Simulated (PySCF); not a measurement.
C5H7NS2.
Numbering: `[N:1]#[C:2][CH:3]1[S:4][CH2:5][CH2:6][CH2:7][S:8]1`

Cartesian coordinates in Å at the GFN2-xTB level; atoms count from 1:
```
atom  x, y, z in Å
N1     2.440    0.909   -1.374
C2     2.116    0.268   -0.484
C3     1.609   -0.510    0.603
S4     0.585   -1.889   -0.041
C5    -0.698   -0.898   -0.879
C6    -1.462   -0.003    0.086
C7    -0.614    1.142    0.620
S8     0.686    0.568    1.764
H9     2.414   -0.967    1.180
H10   -0.216   -0.317   -1.667
H11   -1.359   -1.637   -1.330
H12   -2.318    0.422   -0.445
H13   -1.837   -0.600    0.921
H14   -1.217    1.826    1.214
H15   -0.133    1.695   -0.188
```

Probes without a nucleus sit at each ring's centroid and 1 Å off its mean plane on both sides; NICS is minus the shielding there, NICSzz its component along the normal. Level: GIAO PBE0/pcSseg-1 (PySCF, non-relativistic, gas phase) on the GFN2-xTB geometry, one conformer.

Ring bond lengths (Å), with Mayer bond orders in brackets: C3–S4 1.834 (0.98), S4–C5 1.825 (1.00), C5–C6 1.522 (1.01), C6–C7 1.522 (1.01), C7–S8 1.824 (1.00), S8–C3 1.834 (0.98).

Task: Give the NICS values of each ring in ppm.

Result: 
```
             ring                                               type  NICS(0)  NICS(1), two faces  NICS(1)zz, two faces  rms pucker (Å)  centre to ring atoms, mean (Å)
C3–S4–C5–C6–C7–S8  6-membered ring with 2 S; formal bonds all single     -2.4         -0.9 / -2.3             5.8 / 3.5            0.31                            1.64
```

Task: What do they say, and how far can they be read as aromaticity?

Result: 
- C3–S4–C5–C6–C7–S8: mean NICS(1)zz 4.6 ppm, deshielded. C3, C5, C6, C7 have four or more neighbours, so the value isn't read as a sign of a π ring current.

Task: What are the shieldings of the ring atoms and their hydrogens in the same run (means over atoms taken as equivalent)?

Result: 
```tsv
atoms	environment	σ isotropic (ppm)	principal values of the symmetric part, first atom (ppm)
C3	sp3 carbon bound to sulfur	148.6	131.9, 156.5, 157.5
S4 (×2)	sulfide sulfur	398.7	151.6, 480.7, 563.6
C5 (×2)	sp3 carbon bound to sulfur	152.5	145.3, 148.6, 163.6
C6	ring CH2 carbon	156.3	143.9, 145.5, 179.5
H9	methine hydrogen	27.81	24.0, 24.4, 35.1
H10 (×2)	methylene hydrogen	28.15	25.0, 27.0, 32.4
H11 (×2)	methylene hydrogen	29.06	23.4, 26.8, 37.0
H12	methylene hydrogen	29.56	24.9, 27.2, 36.5
H13	methylene hydrogen	29.74	26.9, 27.4, 34.9
```
